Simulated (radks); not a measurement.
Values are calculated unless marked as measured or tabulated.
The copper ion Cu2+ is in [Ar] 3d9. Level of theory: scalar-relativistic Kohn-Sham, PBE, spin-polarised, spherical densities, finite nucleus; Fermi nuclear charge, rms radius of each element as measured or else 0.836 A^(1/3) + 0.57 fm (a radial shooting solver on a logarithmic mesh with Libxc functionals). Open shells are filled with parallel spins first. One electron is removed from 2p, 3p, 3d, 3s in turn, with full relaxation. Which removal costs least, and what does each cost?

Answer. 3d 38.125 eV; 3p 106.95 eV; 3s 149.78 eV; 2p 972.61 eV. The 3d electron leaves first.
